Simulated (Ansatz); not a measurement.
Geometry optimisation, RKS PBE/def2-SVP (Ansatz 0.2.0).

Input file:

```yaml
crystal:
  periodic: [false, false, false]
  atoms:
    - { symbol: In, position_ang: [-0.833449, -1.860619, 0.495533] }
    - { symbol: O, position_ang: [1.496322, 0.421585, -0.341304] }
    - { symbol: Cl, position_ang: [-1.550322, 0.032025, -1.13996] }
    - { symbol: Cl, position_ang: [-0.642288, 0.423645, 2.014466] }
    - { symbol: H, position_ang: [0.563237, 0.700528, -0.44817] }
    - { symbol: H, position_ang: [-0.819397, -0.035685, 0.687377] }
    - { symbol: H, position_ang: [1.785896, 0.318621, -1.267842] }
basis:
  gaussian: { orbitals: def2-SVP }
hamiltonian:
  xc: pbe
relax:
  f_tol: 0.03
  max_steps: 50
output:
  orbitals: {}
```

Command:

```bash
$ ansatz run input.yaml --threads 2 --pin off --max-ram 3072MiB --backend cpu --events-out ev --progress --plain --runs-dir out
```

Problem. Where does it end, and by what steps?

Solution. The forces met the threshold. After 10 steps the energy has fallen by 1.405 eV; H6 moved furthest, 0.86 Å. Parted: In1–H6. Joined: In1–O2.

```
step  energy less start (eV)  largest force component (eV/Å)  accepted
   0                  0.0000                           2.963       yes
   1                 -0.6938                           1.336       yes
   2                 -0.9510                           0.561       yes
   3                 -1.1329                           0.368       yes
   4                 -1.2543                           0.266       yes
   5                 -1.3449                           0.218       yes
   6                 -1.3751                           0.663       yes
   7                 -1.3884                           0.565       yes
   8                 -1.3854                           0.481        no
   9                 -1.4043                           0.064       yes
  10                 -1.4050                           0.026       yes
```

```xyz
7
Properties=species:S:1:pos:R:3
In -0.067 -1.746 0.279
O 1.458 0.154 -0.495
Cl -1.528 0.243 -0.911
Cl -1.027 0.265 2.278
H 0.624 0.599 -0.809
H -1.417 0.515 0.972
H 1.956 -0.030 -1.315
```

Whether the end is a true minimum wasn't checked by a vibrational analysis.

Run time: 10 s on 2 threads of Intel(R) Xeon(R) 6975P-C (Granite Rapids), with other jobs on the host, peak memory 0.15 GiB.
